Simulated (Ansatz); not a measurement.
F₃Sb, singlet, at a GFN2-xTB geometry (core potentials on Sb). Base run: BLYP/def2-SV(P) (Ansatz, a first-principles code).

Here is a job for Ansatz.
Ansatz 0.2 input:
```yaml
crystal:
  periodic: [false, false, false]
  atoms:
    - {symbol: Sb, position_ang: [0.00179571, -0.00268353, 0.40263206]}
    - {symbol: F, position_ang: [-1.26106459, -0.92708194, -0.76113086]}
    - {symbol: F, position_ang: [-0.18179938, 1.56028347, -0.74936608]}
    - {symbol: F, position_ang: [1.43268829, -0.61799484, -0.77108473]}
basis:
  gaussian:
    orbitals: def2-SV_P_.json
hamiltonian:
  xc: blyp
```
The basis file holds def2-SV(P) in the JSON format of the Basis Set Exchange.

The base run was repeated with changes; each row names its change, and settings that it needs were set with it.

```tsv
change	ΔE vs base (mEh)
base	0.000
occupation = up:A':17 A'':8 down:A':17 A'':8	587.5
occupation = up:A':16 A'':9 down:A':16 A'':9	0.000
occupation = up:A':15 A'':10 down:A':15 A'':10	454.4
symmetry_tolerance_ang = 0.01	0.000
```
